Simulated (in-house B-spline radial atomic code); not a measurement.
The bromine ion Br⁴⁺: 1s1 2s2 2p6 3s2 3p6 3d10 4s2 4p2 (with a hole in an inner shell)

Method: Dirac-Hartree-Fock, average of configuration, Fermi nucleus of rms radius 4.1629 fm. Calculated with an all-electron radial atomic-structure program (B-spline basis).

Screening seen three ways: the hydrogenic charge with the same mean radius, Z_r = [3n² - l(l+1)]/(2<r>), the one with the same energy, Z_e = n√(-2ε), and Slater's rules. Values are occupation-weighted means over j. An effective charge above Z reflects the relativistic contraction of the inner shells.

| shell | electrons | ε (eV) | <r> (bohr) | Z_r | Z_e | Slater |
| --- | --- | --- | --- | --- | --- | --- |
| 1s | 1 | -14107 | 0.04251 | 35.28 | 32.20 | 35.00 |
| 2s | 2 | -1979.1 | 0.185 | 32.44 | 24.12 | 31.70 |
| 2p | 6 | -1780 | 0.1607 | 31.12 | 22.88 | 31.70 |
| 3s | 2 | -355.88 | 0.532 | 25.38 | 15.34 | 24.75 |
| 3p | 6 | -284.62 | 0.539 | 23.19 | 13.72 | 24.75 |
| 3d | 10 | -159.4 | 0.5476 | 19.18 | 10.27 | 14.85 |
| 4s | 2 | -78.501 | 1.461 | 16.43 | 9.61 | 9.65 |
| 4p | 2 | -62.821 | 1.615 | 14.24 | 8.60 | 9.65 |

The least bound orbital is 4p3/2 at -62.51 eV, and it is also the most diffuse (<r> = 1.622 bohr). The part-filled 1s shell lies below the filled 4s shell in orbital energy.

Spin-orbit splittings of the orbital energies (j = l + 1/2 above j = l - 1/2 when positive): 2p 52.88 eV, 3p 8.145 eV, 3d 1.396 eV, 4p 0.9294 eV.

For the 1s electron the small component carries 1.63 % of the norm, the zero-frequency Breit interaction raises the level by 6.908 eV, self-energy by 11.53 eV, and vacuum polarisation lowers it by 1.178 eV.
